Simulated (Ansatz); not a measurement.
Stepwise reaction of `[OH][GeH2][OH]` with hydrogen chloride, as a gas-phase model of exchange steps in deposition or etching. ΔE in kJ/mol.

Gas-phase electronic energies from Ansatz, PBE0-D4/def2-TZVP geometries. CBS: MP2 limit from def2 TZ/QZ plus the TZ coupled-cluster correction, frozen cores. This one scheme is used for every species. Functionals use def2-TZVPP. B3LYP here is the variant with VWN-RPA as its local correlation; programs differ in this. For Ge outer-core shells are correlated without core-valence functions, which leaves a few kJ/mol of doubt a bond. Scalar relativity is left out up to krypton. Each species was taken in one conformer, which may not be the lowest.

| step | reaction | PBE-D4 | B3LYP-D4 | ωB97M-V | CCSD(T)/CBS |
| --- | --- | --- | --- | --- | --- |
| 1 | `[OH][GeH2][OH]` + HCl → `[OH][GeH]([OH])[Cl]` + H₂ | -74.0 | -73.5 | -73.6 | -71.2 |

Give the row of step 2, `[OH][GeH]([OH])[Cl]` + HCl → `[OH][Ge]([OH])([Cl])[Cl]` + H₂. (Best estimate.)

Computed: 
```csv
step,reaction,PBE-D4,B3LYP-D4,ωB97M-V,CCSD(T)/CBS
2,`[OH][GeH]([OH])[Cl]` + HCl → `[OH][Ge]([OH])([Cl])[Cl]` + H₂,-50.3,-50.1,-49.5,-47.8
```

By hand: ΔE of the 2 steps together at CCSD(T)/CBS.

(-71.2) + (-47.8) = -119.0 kJ/mol, or -59.5 kJ/mol a step.

In ΔE each step is higher than the one before. All are downhill at CCSD(T)/CBS. PBE-D4 differs from CCSD(T)/CBS by -2.8 to -2.5 kJ/mol a step. Isolated molecules leave out the surface, adducts and barriers. Largest T1 diagnostic: 0.012.
